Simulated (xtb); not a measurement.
HgCl, SMILES [Cl][Hg+], charge +1. All values are semi-empirical tight-binding results from xtb (GFN2-xTB unless named), good for trends rather than for accurate numbers. Geometry: GFN2-xTB. The multiplicity is an assumed one; other spin states were not compared.

For metal compounds this method's bond lengths and energies can be far off.

```yaml
point_group_as_xtb_finds_it: C∞v
orbital_gap: 2.20 eV
```
